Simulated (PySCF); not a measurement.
## BiC at ROHF-CCSD

Computed with ROHF-CCSD; PySCF, scalar-relativistic core potentials, basis sets Bi cc-pVDZ-PP with ECP60, C cc-pVDZ.

```
state                          : doublet, unpaired electrons σ ↑
bond length                    : 1.986 Å
harmonic wavenumber            : 766 cm⁻¹
force constant                 : 3.93 mdyn/Å
rotational constant Be         : 0.3766 cm⁻¹
anharmonicity ωexe             : 3.85 cm⁻¹
vibration–rotation constant αe : 0.00241 cm⁻¹
well depth De to Bi + C        : 1.92 eV
dissociation energy D0         : 1.87 eV
```

Correlated steps freeze 5 core orbitals. Correlated levels converge slowly with the basis: in double zeta they bind strong bonds too weakly, by up to about 1 eV, and carry superposition errors of some tenths. These are scalar-relativistic numbers at best; spin–orbit coupling would shift them, the dissociation energy most. The state is the lowest determinant that a PBE0 search found; another state may lie lower at other levels.
